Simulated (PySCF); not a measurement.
Computed with M06-2X/def2-TZVP run with PySCF. Gas-phase values, no solvent. One relaxed conformer stands for a flexible species; it need not be the lowest. Excitations are Tamm–Dancoff values on a coarser integration grid. The basis has no diffuse functions, so Rydberg states are missing or too high.

Reference species (SMILES): `[OH][Ga]([OH])[CH3]` (O–Ga–O–H torsion 180°, O–Ga–O–H torsion 0°) (neutral, multiplicity 1).

S1 excitation (TDA): 7.13 eV
S1 oscillator strength: 0.007
S1–T1 gap (TDA): 0.57 eV

Changed species: `[CH3][Ga]([CH3])[CH3]` (0 of 3 CH3 replaced by OH; the reference has 2 of 3 CH3 replaced by OH).

Problem. Predict the effect on the S1 excitation (TDA), S1 oscillator strength and S1–T1 gap (TDA).

Solution. the S1 excitation (TDA) drops by 1.85 eV, to 5.28 eV; the S1 oscillator strength stays essentially unchanged; the S1–T1 gap (TDA) falls by 0.24 eV, to 0.33 eV.
